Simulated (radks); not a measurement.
Problem. Valence configurations of neutral rhenium (all share [Xe]). All-electron calculation, scalar-relativistic Kohn-Sham, PBE, spin-polarised, spherical densities, finite nucleus; open shells are filled with parallel spins first (spin-orbit coupling, left out, can overturn this in heavy ions); Fermi nuclear charge, rms radius 5.3698 fm. Program: a radial shooting solver on a logarithmic mesh with Libxc functionals. Order these by energy: 4f12 5d8 6s1; 4f14 5d6 6s1; 4f14 5d3 6s2 6p2; 4f12 5d7 6s2; 4f13 5d8; 4f13 5d5 6s2 6p1; 4f14 5d4.5 6s2 6p0.5; 4f13.5 5d5 6s2 6p0.5; 4f14 5d5 6s2; 4f13 5d6 6s2.

Solution. From the lowest, in eV above it: 4f14 5d5 6s2 0.000; 4f14 5d6 6s1 1.497; 4f14 5d4.5 6s2 6p0.5 2.638; 4f14 5d3 6s2 6p2 13.361; 4f13.5 5d5 6s2 6p0.5 21.505; 4f13 5d6 6s2 42.076; 4f13 5d8 44.972; 4f13 5d5 6s2 6p1 46.073; 4f12 5d8 6s1 91.676; 4f12 5d7 6s2 92.103. NIST lists [Xe] 4f14 5d5 6s2 as the ground configuration; this level of theory agrees among the configurations tried. The energies are those of spherical high-spin densities, not of single terms.
